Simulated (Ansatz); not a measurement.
## Abstraction of F: SnH2F2 + GeHF2 → SnH2F + GeHF3

Species: SnH2F2 `[F][SnH2][F]`, singlet; GeHF2 `[F][GeH][F]`, doublet; SnH2F `[F][SnH2]`, doublet; GeHF3 `[F][GeH]([F])[F]`, singlet. A radical takes F: the energy is the difference in strength between the Sn–F bond broken and the Ge–F bond made.

Shapes, held fixed at every level: PBE0-D4/def2-TZVP. Programs: Ansatz 0.2.0. The zero-point and thermal change to 298 K, harmonic and unscaled (PBE0-D4/def2-TZVP), is +0.8 kJ/mol.

| level | kind | ΔH(298 K) (kJ/mol) | less CCSD(T)/def2-TZVPP |
| --- | --- | --- | --- |
| SPW92/def2-TZVPP | LDA | -50.7 | +11.8 |
| r2SCAN-D4/def2-TZVPP | meta-GGA | -50.4 | +12.1 |
| BHLYP-D4/def2-TZVPP | global hybrid | -54.8 | +7.7 |
| r2SCAN0-D4/def2-TZVPP | global hybrid | -56.8 | +5.7 |
| MP2/def2-SVP | perturbation theory | -66.9 | -4.4 |
| MP2/def2-TZVPP | perturbation theory | -62.4 | +0.1 |
| CCSD/def2-TZVPP | coupled cluster or CI | -64.4 | -1.9 |
| CCSD(T)/def2-TZVPP | coupled cluster or CI | -62.5 | 0.0 |

The highest level, CCSD(T)/def2-TZVPP, gives ΔH(298 K) = -62.5 kJ/mol; the levels span -66.9 to -50.4. The column of differences is taken from that level and isn't an error. No measured value is set beside it here. Open shells run unrestricted unless RO is named. For atoms past krypton def2 sets carry core potentials with scalar relativity. Relativity is left out for Ge unless named. Correlated rows may include outer-core shells of Ge, Sn, which these sets cover unevenly.
